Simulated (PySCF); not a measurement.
From one molecule to another.

First species: C5H7ClO2.
Atom-mapped SMILES: `[CH3:1][C@@H:2]1[O:3][C:4](=[O:5])[C@@H:6]1[CH2:7][Cl:8]` (hydrogens: H9, H10, H11 on C1; H12 on C2; H13 on C6; H14, H15 on C7)

Second species: C5H6F3N.
Numbering: `[H]/[N:1]=[CH:2]\[CH:3]=[CH:4]\[CH2:5][C:6]([F:7])([F:8])[F:9]` (hydrogens: H10 on N1; H11 on C2; H12 on C3; H13 on C4; H14, H15 on C5)

Cartesian coordinates in Å at the GFN2-xTB level; atoms count from 1:
```
atom  x, y, z in Å
N1     3.514    0.533    0.176
C2     2.385    0.645   -0.370
C3     1.192   -0.152   -0.107
C4     0.043    0.039   -0.748
C5    -1.196   -0.767   -0.512
C6    -2.334    0.124   -0.039
F7    -2.631    1.088   -0.922
F8    -3.463   -0.574    0.159
F9    -2.055    0.735    1.120
H10    3.578   -0.203    0.880
H11    2.288    1.421   -1.125
H12    1.286   -0.929    0.643
H13   -0.045    0.822   -1.490
H14   -1.529   -1.240   -1.440
H15   -1.039   -1.534    0.248
```

Levels: PBE0/def2-SVPD for dipole moment, HOMO energy, LUMO energy, HOMO–LUMO gap, static isotropic polarisability and electronic spatial extent ⟨r²⟩ about the centre of nuclear charge; TDDFT PBE0/def2-SVPD for lowest singlet excitation; TDA PBE0/def2-SVPD for lowest triplet excitation (Tamm–Dancoff); GFN2-xTB for rotational constant A and rotational constant C. Geometries: GFN2-xTB. Each species is one conformer at its optimised geometry, gas phase, non-relativistic unless stated. Electronic properties by PySCF.

The conformers computed, where there is a choice (atom-mapped SMILES and torsion angles):
- `[CH3:1][C@@H:2]1[O:3][C:4](=[O:5])[C@@H:6]1[CH2:7][Cl:8]`: C4–C6–C7–Cl8 -174°
- `[H]/[N:1]=[CH:2]\[CH:3]=[CH:4]\[CH2:5][C:6]([F:7])([F:8])[F:9]`: N1–C2–C3–C4 -179°, C3–C4–C5–C6 120°, C4–C5–C6–F7 59°

| property | column X | column Y |
| --- | --- | --- |
| dipole moment | 2.74 D | 2.47 D |
| HOMO energy | -8.33 eV | -7.76 eV |
| LUMO energy | -0.49 eV | -1.66 eV |
| HOMO–LUMO gap | 7.84 eV | 6.10 eV |
| lowest singlet excitation | 5.82 eV | 4.41 eV |
| lowest triplet excitation (Tamm–Dancoff) | 5.29 eV | 3.52 eV |
| static isotropic polarisability | 76.7 au | 75.0 au |
| electronic spatial extent ⟨r²⟩ about the centre of nuclear charge | 1240 bohr² | 1688 bohr² |
| rotational constant A | 2.866 GHz | 4.447 GHz |
| rotational constant C | 0.888 GHz | 0.639 GHz |

(1) Which column belongs to which species?

(2) How does each property change from the first species to the second?

Answers

(1) Column X is the first species and column Y the second. The first has 15 atoms and 70 electrons, the second 15 and 70.

(2) dipole moment -0.27 D; HOMO energy +0.57 eV; LUMO energy -1.17 eV; HOMO–LUMO gap -1.74 eV; lowest singlet excitation -1.41 eV; lowest triplet excitation (Tamm–Dancoff) -1.77 eV; static isotropic polarisability -1.7 au; electronic spatial extent ⟨r²⟩ about the centre of nuclear charge +448 bohr²; rotational constant A +1.581 GHz; rotational constant C -0.249 GHz.

On the first: The polarisability is 11.37 Å³ as a volume (1 au = 0.148185 Å³), or 1.10 au for each of the 70 electrons.

On the second: A dipole of 2.47 D is allowed in C1, and pure rotational transitions are dipole-allowed. The dipole equals about 8.2 × 10⁻³⁰ C·m (1 D = 3.33564 × 10⁻³⁰ C·m).
